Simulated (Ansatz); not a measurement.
Born–Oppenheimer molecular dynamics of C2H4BS (8 atoms, charge 1, multiplicity 1). It starts from a relaxed structure.

The calculation used RKS B3LYP-D4/cc-pVDZ in Ansatz 0.2.0.

```json
{
 "ensemble": "NVT, Langevin thermostat",
 "time step": "0.5 fs",
 "steps asked": "100",
 "set temperature": "200 K",
 "friction": "0.005 /fs",
 "temperature schedule": "25 steps to 200 K, then 75 steps to 50 K",
 "seed": "192397"
}
```

First frame:

```xyz
8
Properties=species:S:1:pos:R:3
C -0.172 0.913 -0.046
B -1.275 -0.092 -0.029
C 0.519 -0.509 0.037
S -1.132 -1.751 0.050
H 0.028 1.443 -0.986
H -0.020 1.527 0.851
H 1.051 -0.808 -0.872
H 1.002 -0.723 0.995
```

(1) How far do the bonds stretch over the last three quarters of this one trajectory? (Pairs bonded in most of those frames.)

## Answers

(1) 
```
 bond  mean (Å)  spread (Å)  shortest  longest
C1–B2     1.515       0.009      1.50     1.53
C1–C3     1.522       0.022      1.50     1.55
C1–H5     1.100       0.014      1.07     1.12
C1–H6     1.100       0.002      1.09     1.10
B2–C3     1.858       0.010      1.84     1.88
B2–S4     1.643       0.015      1.62     1.66
C3–H7     1.095       0.014      1.07     1.12
C3–H8     1.095       0.008      1.08     1.11
```

Pairs bonded in part of these frames only: C3–S4 20 %.

Mean temperature of the second half: 92 K. The schedule's set-point averaged 100 K over the second half and the system 92 K. A run of 0.05 ps of so small a system gives no equilibrium averages. The orbitals stay closed-shell, which can raise the energy where a bond breaks towards radicals; this wasn't checked here.

The run took 5.3 min on 1 thread of Arm Neoverse V1 (shared host), peak memory 0.14 GiB.
